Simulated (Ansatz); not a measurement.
Basis-set series for CH$_{3}$AuF$_{3}$P (`[CH3][Au-][P+](F)(F)F`). Total charge 0; spin multiplicity 1. Au: def2 effective core potential. All single points use the PBE0-D4/def2-TZVP geometry. It is one conformer, not always the lowest.

| functional | basis | functions | energy (Eh) | HOMO (eV) | LUMO (eV) |
| --- | --- | --- | --- | --- | --- |
| PBE0-D4 | def2-TZVPP | 264 | -816.38229 | -7.35 | -1.24 |
| PBE0-D4 | def2-QZVPP | 476 | -816.41484 | -7.36 | -1.32 |
| ωB97M-V | def2-TZVPP | 264 | -816.64424 | -9.48 | 0.40 |
| ωB97M-V | def2-QZVPP | 476 | -816.67520 | -9.49 | 0.21 |

Give the rows for def2-SVP. (Best estimate.)

Computed: 
```
functional     basis  functions  energy (Eh)  HOMO (eV)  LUMO (eV)
   PBE0-D4  def2-SVP        121   -815.79940      -7.31      -1.10
   ωB97M-V  def2-SVP        121   -816.05118      -9.40       0.60
```

Positive LUMOs are unbound and depend on the basis.
